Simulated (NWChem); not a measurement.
System: C2H6Cl2Sn; SMILES [CH3][Sn]([CH3])([Cl])[Cl]

No frequency run checked for a minimum. def2 effective core potentials on Sn; no spin-orbit coupling.

### Question
Give the equilibrium geometry at PBE-D3(BJ)/def2-SVP with def2 effective core potentials on Sn (NWChem) as an XYZ file, with the point group.

### Answer
point group C2; any orientation.
```
11

C     -0.0036     1.8779    -1.3517
Sn     0.0000     0.0000    -0.2963
C      0.0036    -1.8779    -1.3517
Cl    -1.9060    -0.0034     1.1276
Cl     1.9060     0.0034     1.1276
H      0.8418     1.8982    -2.0652
H      0.1098     2.6889    -0.6092
H     -0.9632     1.9893    -1.8905
H     -0.1098    -2.6889    -0.6092
H      0.9632    -1.9893    -1.8905
H     -0.8418    -1.8982    -2.0652
```
